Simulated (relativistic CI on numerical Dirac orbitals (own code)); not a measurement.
## Line list: Electric-dipole lines, Bi44+

Calculated at this level of theory: Dirac-Coulomb-Breit CI, separate exchange-only KLI orbitals for each configuration, model QED (radiative potential, 1s self-energy scaled to tabulated hydrogen-like ionisation energies), unscaled Slater integrals (own radial code, finite nucleus).

CI space (outside the closed core [Ar] 3d10): 4s²4p⁶4d³, 4s²4p⁶4d²4f, 4s²4p⁵4d⁴, 4s4p⁶4d⁴, 4s4p⁶4d³4f, 4s²4p⁶4d²5s, 4s²4p⁶4d4f5s, 4s²4p⁶4d²5p, 4s²4p⁶4d²5d, 4s²4p⁵4d³5s, 4s²4p⁶4d4f², 4s²4p⁶4f³, 4s4p⁶4d4f³, 4s²4p⁶4f²5s, 4s²4p⁶4f²5p, 4s²4p⁶4d5s², 4s²4p⁶4f5s², 4s4p⁶4d4f5s², 4s²4p⁶5s²5p. Double excitations out of closed p, d and f shells are left out; levels of such configurations are missing from the list, as are those of other unlisted configurations, and high levels can miss mixing partners. These lack a partner that the ground configuration has and come out too high: 4s²4p⁶4d²5d, 4s²4p⁵4d³5s.

```
λ vac (nm)                  Lower                      Upper   A (s⁻¹)        gf  Branching (%)
    4.1481    4s²4p⁶4d³ ⁴F3/2 [1]   4s²4p⁶4d²4f ⁴G°5/2 [118]  1.05e+12  1.62e+00           97.9
    4.1557    4s²4p⁶4d³ ⁴F3/2 [1]   4s²4p⁶4d²4f ²F°5/2 [115]  2.90e+12  4.50e+00           99.6
    4.1577    4s²4p⁶4d³ ⁴F5/2 [2]   4s²4p⁶4d²4f ⁴G°7/2 [168]  1.40e+12  2.90e+00           41.8
    4.1742    4s²4p⁶4d³ ⁴P3/2 [3]   4s²4p⁶4d²4f ²D°3/2 [171]  1.67e+12  1.74e+00           54.1
    4.1769    4s²4p⁶4d³ ⁴F5/2 [2]   4s²4p⁶4d²4f ⁴F°5/2 [165]  2.04e+12  3.21e+00           59.9
    4.1820    4s²4p⁶4d³ ²G7/2 [4]   4s²4p⁶4d²4f ²H°9/2 [175]  2.50e+12  6.56e+00           68.5
    4.1860    4s²4p⁶4d³ ²H9/2 [6]   4s²4p⁶4d²4f ²H°9/2 [175]  7.45e+11  1.96e+00           20.4
    4.1984    4s²4p⁶4d³ ²H9/2 [6]  4s²4p⁶4d²4f ²I°11/2 [173]  3.67e+12  1.16e+01           98.8
    4.1994    4s²4p⁶4d³ ⁴F3/2 [1]   4s²4p⁶4d²4f ⁴F°3/2 [107]  2.86e+12  3.02e+00           95.2
    4.2152    4s²4p⁶4d³ ⁴P3/2 [3]   4s²4p⁶4d²4f ⁴F°5/2 [165]  9.67e+11  1.55e+00           28.4
    4.2307    4s²4p⁶4d³ ²G7/2 [4]   4s²4p⁶4d²4f ⁴G°7/2 [168]  1.26e+12  2.70e+00           37.5
    4.2813    4s²4p⁶4d³ ⁴F7/2 [8]   4s²4p⁶4d²4f ²F°7/2 [198]  1.29e+12  2.83e+00           44.6
    4.2904    4s²4p⁶4d³ ²D5/2 [7]   4s²4p⁶4d²4f ²F°5/2 [182]  1.73e+12  2.86e+00           61.3
    4.3037    4s²4p⁶4d³ ⁴F7/2 [8]   4s²4p⁶4d²4f ⁴G°9/2 [196]  1.46e+12  4.04e+00           48.5
    4.3313    4s²4p⁶4d³ ⁴F9/2 [9]  4s²4p⁶4d²4f ⁴G°11/2 [197]  1.64e+12  5.53e+00           60.6
    4.3418    4s²4p⁶4d³ ⁴F9/2 [9]   4s²4p⁶4d²4f ⁴G°9/2 [196]  1.36e+12  3.85e+00           45.3
    4.4063  4s²4p⁶4d³ ²H11/2 [13]  4s²4p⁶4d²4f ⁴G°11/2 [197]  9.56e+11  3.34e+00           35.4
    4.7299  4s²4p⁶4d³ ²H11/2 [13]     4s²4p⁵4d⁴ ²G°9/2 [180]  8.50e+11  2.85e+00           42.5
    4.9002  4s²4p⁶4d³ ²H11/2 [13]  4s²4p⁶4d²4f ²H°11/2 [163]  7.49e+11  3.24e+00           62.0
    4.9180    4s²4p⁶4d³ ²H9/2 [6]      4s²4p⁵4d⁴ ²F°7/2 [91]  6.89e+11  2.00e+00           68.3
```

Terms are leading LS components. Brackets give the number of a level in order of energy, since labels repeat. The list gives strong lines, with weight on those to low levels, without lines whose two gauges differ by over a factor of 2.5, among the lowest 200 of 2172 levels, so that lines to higher ones, which can be the strongest, are missing. Levels whose partners in the same complex of configurations lie outside the list can be far off, and so can their lines. Rates are taken at the computed energies, electric ones in the length gauge.

At this charge energies of transitions that change n are usually good to better than 1 %, and those within a shell (Δn = 0) to a few per cent.

LS names give the leading component of a level, which can be under half, so a name can repeat, a term be missing and a line seem to break the LS rules.
